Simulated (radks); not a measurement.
Lu50+, configuration [Ar] 3d3. All-electron calculation, scalar-relativistic Kohn-Sham, LB94 model potential, spin-polarised, spherical densities, finite nucleus; open shells are filled with parallel spins first (spin-orbit coupling, left out, can overturn this in heavy ions); Fermi nuclear charge, rms radius 5.37 fm. Program: a radial shooting solver on a logarithmic mesh with Libxc functionals.

Radial electron density D(r) = 4 pi r^2 rho(r):

r (bohr)  D(r) (e/bohr)  spin D(r)
0.001005          6.449  0.0000395
0.001277          9.355  0.0000571
0.001611          13.27  0.0000807
0.002048          18.79   0.000114
0.002582          25.89   0.000156
0.003283          35.31   0.000213
0.00414           46.46   0.000284
0.005263          59.67   0.000384
0.006637          73.02   0.000542
0.008437          85.47   0.000912
0.01064           93.79    0.00194
0.01353           96.39    0.00532
0.01706           92.98     0.0157
0.02169           86.97     0.0493
0.02735           85.53      0.145
0.03477           94.66      0.419
0.04384           111.3       1.09
0.05574           122.2       2.65
0.07029           111.6       5.57
0.08936           82.82       10.3
0.1127            62.75       15.4
0.1433            65.27       18.5
0.1807            69.33       16.5
0.2297            50.31       10.1
0.2896            21.59       3.98
0.3682            4.574      0.837
0.4643           0.4601     0.0896
0.5903          0.01547    0.00342
0.7444        0.0001719  0.0000456

D(r) has 3 maxima, at r = 0.0132, 0.0566, 0.171 bohr, and minima at 0.0254, 0.122 bohr, inside which lie 1.93, 10.90 electrons.
